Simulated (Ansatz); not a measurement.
## Molecular dynamics of C2H7AlBrF

Input file:

```yaml
crystal:
  periodic: [false, false, false]
  atoms:
    - { symbol: Al, position_ang: [-0.47833, 0.408603, 0.299367] }
    - { symbol: C, position_ang: [1.489338, -0.081557, 0.641888] }
    - { symbol: C, position_ang: [-1.169485, 0.249876, -1.51271] }
    - { symbol: F, position_ang: [-0.950641, 1.64116, 1.306208] }
    - { symbol: H, position_ang: [0.364561, -1.03004, 1.300254] }
    - { symbol: Br, position_ang: [-1.005705, -1.768512, 1.688463] }
    - { symbol: H, position_ang: [1.909375, -0.56825, -0.240939] }
    - { symbol: H, position_ang: [1.981298, -0.502882, 1.522958] }
    - { symbol: H, position_ang: [1.800688, 0.972269, 0.645297] }
    - { symbol: H, position_ang: [-2.25976, 0.331791, -1.522825] }
    - { symbol: H, position_ang: [-0.778989, 1.049986, -2.149759] }
    - { symbol: H, position_ang: [-0.902352, -0.702342, -1.9781] }
magnetization:
  spin_polarized: true
basis:
  gaussian: { orbitals: def2-SVP }
hamiltonian:
  xc: hf
md:
  timestep: 0.5
  n_steps: 200
  ensemble: nve
  temperature: 300.0
  initial_velocities: maxwell_boltzmann
  seed: 3557
```

Launched with:

```bash
$ ansatz run input.yaml --threads 4 --pin off --max-ram 5120MiB --backend cpu --events-out ev --progress --plain --runs-dir out
```

It starts at the highest image of a converged band. Of that band: Beside the main top the profile has a ripple of under 15 meV (maxima at images 5, 8), which may be a very shallow well or noise. Neighbouring images differ by up to 2.5 eV, so the band resolves the path poorly. A vibrational analysis at the climbing image gives one clearly imaginary mode, 1273i cm⁻¹: a first-order saddle point.

Output, in part (one step line in 4, the closing report, with atoms numbered from 0):

```
md step     0: t =     0.00 fs  T =   300.0 K  F+E_penalty+E_count = -81446.95214229 eV  E_kin = 0.387780 eV  conserved = -81446.56436229 eV  (40 SCF iters)
md step     4: t =     2.00 fs  T =   245.2 K  F+E_penalty+E_count = -81446.88016539 eV  E_kin = 0.316930 eV  conserved = -81446.56323521 eV  (33 SCF iters)
md step     8: t =     4.00 fs  T =   219.0 K  F+E_penalty+E_count = -81446.84659585 eV  E_kin = 0.283085 eV  conserved = -81446.56351097 eV  (37 SCF iters)
md step    12: t =     6.00 fs  T =   212.6 K  F+E_penalty+E_count = -81446.83831156 eV  E_kin = 0.274795 eV  conserved = -81446.56351636 eV  (37 SCF iters)
md step    16: t =     8.00 fs  T =   227.9 K  F+E_penalty+E_count = -81446.85765277 eV  E_kin = 0.294550 eV  conserved = -81446.56310247 eV  (37 SCF iters)
md step    20: t =    10.00 fs  T =   310.7 K  F+E_penalty+E_count = -81446.96569024 eV  E_kin = 0.401646 eV  conserved = -81446.56404396 eV  (37 SCF iters)
md step    24: t =    12.00 fs  T =   345.2 K  F+E_penalty+E_count = -81447.00966206 eV  E_kin = 0.446235 eV  conserved = -81446.56342676 eV  (37 SCF iters)
md step    28: t =    14.00 fs  T =   398.7 K  F+E_penalty+E_count = -81447.07912285 eV  E_kin = 0.515394 eV  conserved = -81446.56372907 eV  (37 SCF iters)
md step    32: t =    16.00 fs  T =   443.2 K  F+E_penalty+E_count = -81447.13670768 eV  E_kin = 0.572916 eV  conserved = -81446.56379191 eV  (38 SCF iters)
md step    36: t =    18.00 fs  T =   491.8 K  F+E_penalty+E_count = -81447.19861272 eV  E_kin = 0.635727 eV  conserved = -81446.56288606 eV  (36 SCF iters)
md step    40: t =    20.00 fs  T =   653.1 K  F+E_penalty+E_count = -81447.40847185 eV  E_kin = 0.844151 eV  conserved = -81446.56432047 eV  (38 SCF iters)
md step    44: t =    22.00 fs  T =   728.2 K  F+E_penalty+E_count = -81447.50533381 eV  E_kin = 0.941316 eV  conserved = -81446.56401810 eV  (37 SCF iters)
md step    48: t =    24.00 fs  T =   734.8 K  F+E_penalty+E_count = -81447.51324955 eV  E_kin = 0.949770 eV  conserved = -81446.56347911 eV  (38 SCF iters)
md step    52: t =    26.00 fs  T =   734.3 K  F+E_penalty+E_count = -81447.51351421 eV  E_kin = 0.949135 eV  conserved = -81446.56437893 eV  (40 SCF iters)
md step    56: t =    28.00 fs  T =   647.2 K  F+E_penalty+E_count = -81447.39959659 eV  E_kin = 0.836535 eV  conserved = -81446.56306193 eV  (38 SCF iters)
md step    60: t =    30.00 fs  T =   650.9 K  F+E_penalty+E_count = -81447.40504259 eV  E_kin = 0.841354 eV  conserved = -81446.56368812 eV  (34 SCF iters)
md step    64: t =    32.00 fs  T =   671.6 K  F+E_penalty+E_count = -81447.43228622 eV  E_kin = 0.868129 eV  conserved = -81446.56415755 eV  (38 SCF iters)
md step    68: t =    34.00 fs  T =   632.7 K  F+E_penalty+E_count = -81447.38110071 eV  E_kin = 0.817784 eV  conserved = -81446.56331712 eV  (37 SCF iters)
md step    72: t =    36.00 fs  T =   623.1 K  F+E_penalty+E_count = -81447.36932113 eV  E_kin = 0.805479 eV  conserved = -81446.56384245 eV  (42 SCF iters)
md step    76: t =    38.00 fs  T =   589.5 K  F+E_penalty+E_count = -81447.32532956 eV  E_kin = 0.762000 eV  conserved = -81446.56332933 eV  (31 SCF iters)
md step    80: t =    40.00 fs  T =   595.7 K  F+E_penalty+E_count = -81447.33351846 eV  E_kin = 0.769941 eV  conserved = -81446.56357731 eV  (34 SCF iters)
md step    84: t =    42.00 fs  T =   612.8 K  F+E_penalty+E_count = -81447.35605254 eV  E_kin = 0.792150 eV  conserved = -81446.56390285 eV  (33 SCF iters)
md step    88: t =    44.00 fs  T =   602.1 K  F+E_penalty+E_count = -81447.34162262 eV  E_kin = 0.778255 eV  conserved = -81446.56336796 eV  (35 SCF iters)
md step    92: t =    46.00 fs  T =   609.9 K  F+E_penalty+E_count = -81447.35243873 eV  E_kin = 0.788321 eV  conserved = -81446.56411774 eV  (32 SCF iters)
md step    96: t =    48.00 fs  T =   563.5 K  F+E_penalty+E_count = -81447.29147342 eV  E_kin = 0.728359 eV  conserved = -81446.56311481 eV  (33 SCF iters)
md step   100: t =    50.00 fs  T =   585.5 K  F+E_penalty+E_count = -81447.32037497 eV  E_kin = 0.756756 eV  conserved = -81446.56361873 eV  (33 SCF iters)
md step   104: t =    52.00 fs  T =   611.7 K  F+E_penalty+E_count = -81447.35485679 eV  E_kin = 0.790682 eV  conserved = -81446.56417466 eV  (39 SCF iters)
md step   108: t =    54.00 fs  T =   569.8 K  F+E_penalty+E_count = -81447.29965378 eV  E_kin = 0.736583 eV  conserved = -81446.56307098 eV  (35 SCF iters)
md step   112: t =    56.00 fs  T =   593.4 K  F+E_penalty+E_count = -81447.33109083 eV  E_kin = 0.766988 eV  conserved = -81446.56410312 eV  (39 SCF iters)
md step   116: t =    58.00 fs  T =   564.1 K  F+E_penalty+E_count = -81447.29270523 eV  E_kin = 0.729189 eV  conserved = -81446.56351589 eV  (38 SCF iters)
md step   120: t =    60.00 fs  T =   558.8 K  F+E_penalty+E_count = -81447.28524484 eV  E_kin = 0.722241 eV  conserved = -81446.56300350 eV  (32 SCF iters)
md step   124: t =    62.00 fs  T =   639.2 K  F+E_penalty+E_count = -81447.39061506 eV  E_kin = 0.826276 eV  conserved = -81446.56433862 eV  (39 SCF iters)
md step   128: t =    64.00 fs  T =   627.5 K  F+E_penalty+E_count = -81447.37446552 eV  E_kin = 0.811050 eV  conserved = -81446.56341586 eV  (40 SCF iters)
md step   132: t =    66.00 fs  T =   626.0 K  F+E_penalty+E_count = -81447.37275151 eV  E_kin = 0.809108 eV  conserved = -81446.56364305 eV  (41 SCF iters)
md step   136: t =    68.00 fs  T =   617.9 K  F+E_penalty+E_count = -81447.36249459 eV  E_kin = 0.798655 eV  conserved = -81446.56383962 eV  (38 SCF iters)
md step   140: t =    70.00 fs  T =   585.8 K  F+E_penalty+E_count = -81447.32028465 eV  E_kin = 0.757232 eV  conserved = -81446.56305290 eV  (38 SCF iters)
md step   144: t =    72.00 fs  T =   630.6 K  F+E_penalty+E_count = -81447.37905285 eV  E_kin = 0.815176 eV  conserved = -81446.56387671 eV  (37 SCF iters)
md step   148: t =    74.00 fs  T =   643.6 K  F+E_penalty+E_count = -81447.39577726 eV  E_kin = 0.831959 eV  conserved = -81446.56381847 eV  (37 SCF iters)
md step   152: t =    76.00 fs  T =   626.0 K  F+E_penalty+E_count = -81447.37276281 eV  E_kin = 0.809229 eV  conserved = -81446.56353345 eV  (39 SCF iters)
md step   156: t =    78.00 fs  T =   612.8 K  F+E_penalty+E_count = -81447.35594256 eV  E_kin = 0.792095 eV  conserved = -81446.56384743 eV  (40 SCF iters)
md step   160: t =    80.00 fs  T =   583.2 K  F+E_penalty+E_count = -81447.31700275 eV  E_kin = 0.753868 eV  conserved = -81446.56313429 eV  (38 SCF iters)
md step   164: t =    82.00 fs  T =   619.6 K  F+E_penalty+E_count = -81447.36460580 eV  E_kin = 0.800848 eV  conserved = -81446.56375829 eV  (39 SCF iters)
md step   168: t =    84.00 fs  T =   648.0 K  F+E_penalty+E_count = -81447.40125899 eV  E_kin = 0.837664 eV  conserved = -81446.56359543 eV  (40 SCF iters)
md step   172: t =    86.00 fs  T =   675.5 K  F+E_penalty+E_count = -81447.43683891 eV  E_kin = 0.873103 eV  conserved = -81446.56373543 eV  (41 SCF iters)
md step   176: t =    88.00 fs  T =   674.8 K  F+E_penalty+E_count = -81447.43625084 eV  E_kin = 0.872258 eV  conserved = -81446.56399252 eV  (39 SCF iters)
md step   180: t =    90.00 fs  T =   631.0 K  F+E_penalty+E_count = -81447.37859779 eV  E_kin = 0.815634 eV  conserved = -81446.56296364 eV  (37 SCF iters)
md step   184: t =    92.00 fs  T =   672.1 K  F+E_penalty+E_count = -81447.43263361 eV  E_kin = 0.868753 eV  conserved = -81446.56388101 eV  (37 SCF iters)
md step   188: t =    94.00 fs  T =   686.0 K  F+E_penalty+E_count = -81447.45038037 eV  E_kin = 0.886734 eV  conserved = -81446.56364647 eV  (38 SCF iters)
md step   192: t =    96.00 fs  T =   695.8 K  F+E_penalty+E_count = -81447.46267920 eV  E_kin = 0.899383 eV  conserved = -81446.56329628 eV  (37 SCF iters)
md step   196: t =    98.00 fs  T =   733.8 K  F+E_penalty+E_count = -81447.51292021 eV  E_kin = 0.948519 eV  conserved = -81446.56440154 eV  (37 SCF iters)
md step   200: t =   100.00 fs  T =   670.8 K  F+E_penalty+E_count = -81447.43013356 eV  E_kin = 0.867020 eV  conserved = -81446.56311389 eV  (42 SCF iters)
Total energy: -81447.43013356 eV, -2993.1378503575 hartree
Atom 0 at    -0.044908     1.088260    -0.122025 Å, force    -0.069883    -1.347165     0.037376 eV/Å
Atom 1 at     1.799757     0.663673     0.272827 Å, force     1.027034     1.391352    -1.413139 eV/Å
Atom 2 at    -1.182659     0.357844    -1.525917 Å, force    -0.123335     0.429994    -1.161805 eV/Å
Atom 3 at    -0.850262     1.562121     1.219399 Å, force    -0.591195     0.760298     0.675331 eV/Å
Atom 4 at    -2.298732    -3.009878     1.649019 Å, force     0.919154     0.743795     0.180822 eV/Å
Atom 5 at    -1.192052    -2.105536     1.913640 Å, force    -0.913644    -0.790150    -0.133023 eV/Å
Atom 6 at     1.809537    -0.237017     0.850608 Å, force     0.026503    -0.891841     0.331156 eV/Å
Atom 7 at     2.298177     1.433454     0.889279 Å, force    -0.120552    -0.255208    -0.312249 eV/Å
Atom 8 at     2.390222     0.518561    -0.673701 Å, force    -0.309146    -0.028243     1.036123 eV/Å
Atom 9 at    -1.804791    -0.465765    -1.132909 Å, force     0.381258     0.227157    -0.157392 eV/Å
Atom 10 at    -1.871802     1.105643    -1.928515 Å, force    -0.319836     0.163032     0.352037 eV/Å
Atom 11 at    -0.671435     0.051990    -2.455984 Å, force     0.093642    -0.403022     0.564763 eV/Å
Dipole moment:    -0.000875    -0.113831    -0.431593 e Å
```

All steps were run. The conserved energy stayed within 0.13 meV per atom of its start (net change 0.1 meV per atom), so the integration is sound. The system heated up, since it started high on the potential surface and ran downhill. A run of 0.1 ps of so small a system gives no equilibrium averages. The orbitals stay closed-shell, which can raise the energy where a bond breaks towards radicals; this wasn't checked here.

The step under study would form Al1–Br6, C2–H5 and break Al1–C2, H5–Br6. These pairs go: Al1–Br6 2.64 → 3.96 Å, C2–H5 1.61 → 5.67 Å, Al1–C2 2.06 → 1.93 Å, H5–Br6 1.60 → 1.45 Å. In the last frame they stand as before the step (other bonds may differ from the relaxed reactants and products). It ends as BrH + C2H6AlF. Pairs count as bonded within 1.25 times the sum of covalent radii (0.12 Å more for H–H).

Last frame:

```xyz
12
Properties=species:S:1:pos:R:3
Al -0.045 1.088 -0.122
C 1.800 0.664 0.273
C -1.183 0.358 -1.526
F -0.850 1.562 1.219
H -2.299 -3.010 1.649
Br -1.192 -2.106 1.914
H 1.810 -0.237 0.851
H 2.298 1.433 0.889
H 2.390 0.519 -0.674
H -1.805 -0.466 -1.133
H -1.872 1.106 -1.929
H -0.671 0.052 -2.456
```

Run time: 11 min on 4 threads of Arm Neoverse N1, with other jobs on the host, peak memory 0.45 GiB.
